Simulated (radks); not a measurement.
Values are calculated unless marked as measured or tabulated.
Task: Species: Dy XXI. Configuration: [Kr] 4d10. Level of theory: scalar-relativistic Kohn-Sham, PBE, spin-polarised, spherical densities, point nucleus (a radial shooting solver on a logarithmic mesh with Libxc functionals). Some entries of the table are withheld. Estimate them.

orbital  occ.  eigenvalue (eV)  <r> (bohr)  <r^2> (bohr^2)
1s          2        -54197.38     0.02111       0.0006092
2s          2        -9473.901     0.08979        0.009525
2p          6              (1)     0.07948             (2)
3s          2        -2532.708         (3)             (4)
3p          6        -2223.061      0.2329         0.06285
3d         10        -1825.532         (5)         0.05255
4s          2        -900.6737      0.5088          0.2911
4p          6        -793.5755      0.5305          0.3183
4d         10        -648.3721      0.5501          0.3465
4f          0        -488.9820      0.5539          0.3541
5s          0        -439.8577      0.9671           1.040
5p          0        -398.4994       1.021           1.162

Result: 
(1) 2p eigenvalue (eV): -8465.210
(2) 2p <r^2> (bohr^2): 0.007713
(3) 3s <r> (bohr): 0.2342
(4) 3s <r^2> (bohr^2): 0.06263
(5) 3d <r> (bohr): 0.2117
